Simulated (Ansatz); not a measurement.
Species: CH$_{2}$BCl$_{2}$ (charge 0, doublet). It need not be the lowest isomer of its formula. SMILES: [CH2]B(Cl)Cl
Geometry from a B3LYP-D3(BJ)/def2-TZVP (Ansatz, an electronic-structure program) optimisation:
```xyz
6

B     -0.3583    -0.0698     0.0393
Cl     0.2665     1.5642     0.2538
Cl     0.7687    -1.3624    -0.3673
C     -1.8355    -0.3577     0.2014
H     -2.5486     0.4187     0.4509
H     -2.2445    -1.3528     0.0749
```
Charge 0, spin multiplicity 2.

Parts of the frozen-core correlation energy in STO-3G (Ansatz, hartree). Frozen orbitals: 12; correlated occupied orbitals by spin: 12 and 11; virtual: 6 and 7. Open shells are spin-unrestricted. No spin-orbit coupling. Non-relativistic.

```csv
term,value
reference (HF),-972.14976
MP2 opposite-spin,(withheld)
MP2 same-spin,(withheld)
CCSD correlation,(withheld)
(T),-0.00273
T1 diagnostic,0.014
largest doubles amplitude,0.040
<S^2> of the reference,0.760
```

Task: What belongs in the gaps?

Result: 
- MP2 opposite-spin, value: -0.07280
- MP2 same-spin, value: -0.01466
- CCSD correlation, value: -0.11363
